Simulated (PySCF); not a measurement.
Electronic absorption of valeryl chloride

Compound: valeryl chloride, C₅H₉ClO.
Geometry (GFN2-xTB, Å), atoms numbered from 1 in this order:
```xyz
16
C5H9ClO angstrom
C     -2.403   -0.309    0.178
C     -1.039    0.148    0.681
C      0.059   -0.143   -0.339
C      1.430    0.313    0.160
C      2.501    0.030   -0.836
O      2.414   -0.476   -1.901
Cl     4.095    0.564   -0.247
H     -3.173   -0.096    0.915
H     -2.399   -1.379   -0.017
H     -2.660    0.206   -0.745
H     -0.808   -0.363    1.619
H     -1.068    1.220    0.886
H      0.092   -1.214   -0.549
H     -0.168    0.366   -1.278
H      1.689   -0.191    1.095
H      1.430    1.386    0.368
```

Computed, not measured: PySCF 2.14.0, density-fitted response routines, TDDFT CAM-B3LYP/def2-SVPD, vertical, gas phase, core orbitals frozen in the response.

Question: Predict the UV-vis stick spectrum at this level.

Answer: 

```csv
state,E (eV),E (hartree),f,|μ| (D),symmetry,"main configurations (H = HOMO, L = LUMO)"
S1,5.22,0.1917,0.0000,0.01,–,H→L (96%)
S2,6.67,0.2452,0.0002,0.09,–,H-1→L (94%)
S3,7.10,0.2609,0.011,0.65,A′,"H-2→L (80%), H→L+2 (9%)"
S4,8.02,0.2949,0.025,0.91,A′,"H-1→L+2 (41%), H→L+2 (14%), H-1→L+3 (13%)"
S5,8.19,0.3008,0.0013,0.21,–,"H-2→L+2 (60%), H-2→L+3 (18%)"
S6,8.24,0.3028,0.025,0.89,A′,"H→L+1 (68%), H→L+4 (13%)"
S7,8.39,0.3082,0.105,1.82,A′,"H-3→L (42%), H-6→L (27%)"
S8,8.44,0.3102,0.0011,0.19,–,"H-5→L (66%), H-7→L (15%), H-9→L (8%)"
```

Triplets (Tamm–Dancoff): T1 4.70 eV, H→L (94%); T2 5.97 eV, H-2→L (68%), H-8→L (12%); T3 6.53 eV, H-1→L (93%).

The lowest singlet lies at 5.22 eV (238 nm, ultraviolet) and is dark (f under 0.0005); its leading configuration is HOMO→LUMO (96%). The strongest level in the table is S7 at 8.39 eV (148 nm, f = 0.105). S1 has the pattern of n→π* at C=O. Orbital energies (eV): HOMO-3 -11.14, HOMO-2 -10.71, HOMO-1 -10.47, HOMO -9.98, LUMO 0.11, LUMO+1 1.12, LUMO+2 1.55. The oscillator strengths of these states sum to 0.170; summed over the whole spectrum of an exact calculation they would give the number of electrons, 64 (Thomas–Reiche–Kuhn). Of the 8 states listed, 4 reach f = 0.01 and 2 stay under 0.0005. Symmetry labels in Cs follow from the direction of the transition dipole and are given only for states with f of 0.002 or more. The window holds the lowest 8 singlets.

One conformer stands for the species.
